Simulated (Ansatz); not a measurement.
Compare A (`OCC[SiH2]O`) with its isomer B (`OCOC[SiH3]`).

Computed with Ansatz on PBE0-D4/def2-TZVP structures; ΔE is electronic, products minus reactants. CBS: MP2 limit from def2 TZ/QZ plus the TZ coupled-cluster correction, frozen cores. DFT in def2-TZVPP. B3LYP here is the variant with VWN-RPA as its local correlation; programs differ in this. Each species was taken in one conformer, which may not be the lowest.

Task: Which is lower in electronic energy at CCSD(T)/CBS, and by how much? (An estimate is asked.)

Result: The calculation gave: A, by 216.6 kJ/mol.

Task: Give E(B) − E(A) in kJ/mol with B3LYP-D4, PBE-D4, CCSD/def2-TZVPP, r2SCAN-D4, B2PLYP, PBE0-D4, HF/def2-TZVPP. (Best estimate.)

Result: Computed: B3LYP-D4 203.5, PBE-D4 194.4, CCSD/def2-TZVPP 212.1, r2SCAN-D4 207.6, B2PLYP 209.4, PBE0-D4 203.8, HF/def2-TZVPP 207.9. None reverses the order clearly.

Largest T1 diagnostic: 0.012.

From PBE to PBE0 (25 % exact exchange), in def2-TZVPP and without D4, E(B) − E(A) moves by +9.6 kJ/mol.
